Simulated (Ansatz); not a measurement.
The first iterations of a band of a periodic cell of 17 atoms, CuSi$_{16}$ (host Si, host structure diamond, interstitial Cu), cell charge +1.

Computed with DFT PBE, scalar-relativistic, plane waves, PAW (Ansatz 0.2.0). Settings: PAW set soft_1, cutoff 420 eV, k mesh 2x2x2, fermi-dirac smearing 0.02 eV, no spin polarisation.

```yaml
movable_images: 5
climbing_image: yes
spring: 2.0 eV/Å²
optimiser: fire
start_path: IDPP
force_threshold: 0.05 eV/Å
iteration_limit: 27
end_points: relaxed
```

Image 0:

```xyz
17
Lattice="0.0000 5.4300 5.4300 5.4300 0.0000 5.4300 5.4300 5.4300 0.0000" Properties=species:S:1:pos:R:3
Si -0.052 -0.053 0.079
Si 1.393 1.324 1.415
Si 2.770 2.769 0.079
Si 3.895 4.252 1.467
Si 2.796 -0.080 2.669
Si 4.026 1.354 4.037
Si 5.326 2.821 2.635
Si 6.793 4.121 4.038
Si 0.025 2.692 2.725
Si 1.306 4.046 4.136
Si 2.578 5.569 2.871
Si 4.100 6.841 4.136
Si 2.717 2.691 5.432
Si 4.132 4.015 6.740
Si 5.456 5.430 5.432
Si 6.719 6.857 6.786
Cu 6.449 1.699 4.368
```

Image 6:

```xyz
17
Lattice="0.0000 5.4300 5.4300 5.4300 0.0000 5.4300 5.4300 5.4300 0.0000" Properties=species:S:1:pos:R:3
Si 0.065 -0.031 0.053
Si 1.438 1.301 1.411
Si 2.772 2.677 -0.035
Si 4.083 4.045 1.333
Si 2.822 0.175 2.895
Si 4.230 1.491 4.209
Si 5.494 2.763 2.686
Si 6.865 4.121 4.019
Si -0.035 2.709 2.764
Si 1.363 4.044 4.071
Si 2.669 5.369 2.656
Si 4.028 6.704 3.992
Si 2.716 2.782 5.499
Si 3.994 4.176 6.894
Si 5.395 5.475 5.427
Si 6.793 6.783 6.762
Cu 5.722 3.050 5.770
```

| iteration | highest image above the first end (eV) | largest band force component (eV/Å) |
| --- | --- | --- |
| 1 | 0.296 | 0.859 |
| 2 | 0.218 | 0.664 |
| 3 | 0.144 | 0.408 |
| 4 | 0.131 | 0.401 |
| 5 | 0.126 | 0.369 |
| 6 | 0.117 | 0.307 |
| 7 | 0.107 | 0.258 |
| 8 | 0.101 | 0.230 |

Task: Does the band converge within its limit, and where does its top end?

Result: It converged. It ended after 26 iterations with the highest image 0.048 eV above the first end. Beside the main top the profile has a ripple of under 15 meV (maxima at images 2, 4), which may be a very shallow well or noise. By the program's own check the climbing image is of a kind that is not told: the force calls were inconclusive, a negative curvature could not be distinguished from the path's own, the only one lies far off the path, or fixed occupations may fill a level only in part (lowest curvatures found: -0.42 and 0.35 eV/Å²). Limits of this set-up: coarse k mesh, a small cell, in which the defect meets its images, a typed lattice constant that wasn't relaxed here, charged cell in a uniform background, uncorrected.

The run took 37 min on 1 thread of Intel(R) Xeon(R) Processor @ 2.50GHz (Skylake/Cascade Lake), with other jobs on the host, peak memory 0.96 GiB.
